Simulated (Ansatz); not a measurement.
Molecule: WH2, net charge 0, quintet state. The spin state was set by rule; other spins were not relaxed. SMILES: [WH2]
Geometry: optimised at B3LYP-D3(BJ)/def2-TZVP (Ansatz, a quantum-chemistry and plane-wave program).

Quantity: atomisation energy (electronic, to ground-state atoms), in eV. Correlated levels leave the core frozen unless marked. Open shells are spin-unrestricted. Spin-orbit coupling is left out. Frozen are the shells of the preceding noble gas and the d and f shells that filled before the atom's block. Past Kr the def2 sets carry scalar-relativistic core potentials. The coupled-cluster limit lacks core correlation, which all-electron functionals hold. CBS marks a two-point X^-3 extrapolation of the correlation energy; Hartree-Fock from the larger set.

```
level                                        program  atomisation energy (eV)
------------------------------------  --------------  -----------------------
BLYP/def2-TZVPD                               Ansatz                     6.22
LC-wPBE-D4/def2-TZVPD                 Ansatz + dftd4               (withheld)
B2PLYP-D3(BJ)/def2-TZVPD              Ansatz + dftd3                     6.04
SCS-MP2/def2-SVPD                             Ansatz                     5.46
SCS-MP2/def2-QZVPPD                           Ansatz                     5.90
CCSD(T)/CBS(def2-TZVPPD,def2-QZVPPD)          Ansatz               (withheld)
```

Problem. Complete the blanks.

Solution. 
- LC-wPBE-D4/def2-TZVPD, atomisation energy (eV): 6.34
- CCSD(T)/CBS(def2-TZVPPD,def2-QZVPPD), atomisation energy (eV): 6.09
